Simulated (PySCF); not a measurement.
Compound: C5H3ClO.
Numbering: `[O:1]=[CH:2][C:3]#[C:4]/[CH:5]=[CH:6]\[Cl:7]` (hydrogens: H8 on C2; H9 on C5; H10 on C6)

Method used: HF/def2-SVP geometry optimisation, gas phase in PySCF 2.14.0.

(1) What internal coordinates does the optimisation give?

Answers

(1) 
| bond | length (pm) |
| --- | --- |
| O1=C2 | 118.1 |
| C2–C3 | 146.1 |
| C3≡C4 | 119.4 |
| C4–C5 | 143.4 |
| C5=C6 | 132.5 |
| C6–Cl7 | 171.9 |
| C2–H8 | 109.9 |
| C5–H9 | 108.3 |
| C6–H10 | 108.0 |

A selection of angles:
| angle | degrees |
| --- | --- |
| O1–C2–C3 | 124.0 |
| O1–C2–H8 | 121.7 |
| C3–C2–H8 | 114.3 |
| C2–C3–C4 | 177.4 |
| C3–C4–C5 | 177.9 |
| C4–C5–C6 | 125.3 |
| C4–C5–H9 | 117.0 |
| C6–C5–H9 | 117.6 |
| C5–C6–Cl7 | 124.8 |
| C5–C6–H10 | 121.4 |
| Cl7–C6–H10 | 113.8 |

Dihedral angles: C4–C5–C6–Cl7 0° (synperiplanar).

The 7 heavy atoms lie in one plane (0.000 Å rms). The 4 C–C bonds span 1.194 Å (C3≡C4, drawn triple) to 1.461 Å (C2–C3, drawn single), a spread of 0.267 Å.

Point group: Cs (tolerance 0.08 Å). No HF/def2-SVP frequencies stand behind this structure, so it isn't proved a minimum.
